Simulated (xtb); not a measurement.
xtb input (GFN2-xTB):

```bash
xtb mol.xyz --gfn 2 --ohess tight --chrg 0 --uhf 0
```
mol.xyz:
```
4

Ta     0.07822075    -0.12311727    -0.35585264
O     -1.25701647    -1.16316685     0.05103263
O     -0.32672531     1.51309353    -0.69050448
F      1.42717083    -0.28506238     1.00094377
```

End of the output:

```
   ------------------------------------------------------------------------
    298.15    0.623372E-02    0.112398E-01    0.366066E-01   -0.253668E-01
   ------------------------------------------------------------------------

         :::::::::::::::::::::::::::::::::::::::::::::::::::::
         ::                  THERMODYNAMIC                  ::
         :::::::::::::::::::::::::::::::::::::::::::::::::::::
         :: total free energy         -14.829741313533 Eh   ::
         ::.................................................::
         :: total energy              -14.804374469381 Eh   ::
         :: zero point energy           0.005006061235 Eh   ::
         :: G(RRHO) w/o ZPVE           -0.030372905387 Eh   ::
         :: G(RRHO) contrib.           -0.025366844152 Eh   ::
         :::::::::::::::::::::::::::::::::::::::::::::::::::::

optimized geometry written to: xtbopt.xyz

           -------------------------------------------------
          | TOTAL ENERGY              -14.804374469381 Eh   |
          | TOTAL ENTHALPY            -14.793134687030 Eh   |
          | TOTAL FREE ENERGY         -14.829741313533 Eh   |
          | GRADIENT NORM               0.000210289442 Eh/α |
          | HOMO-LUMO GAP               1.324111288011 eV   |
           -------------------------------------------------

------------------------------------------------------------------------
------------------------------------------------------------------------
 total:
 SCF:
 ANC optimizer:
 analytical hessian:
```
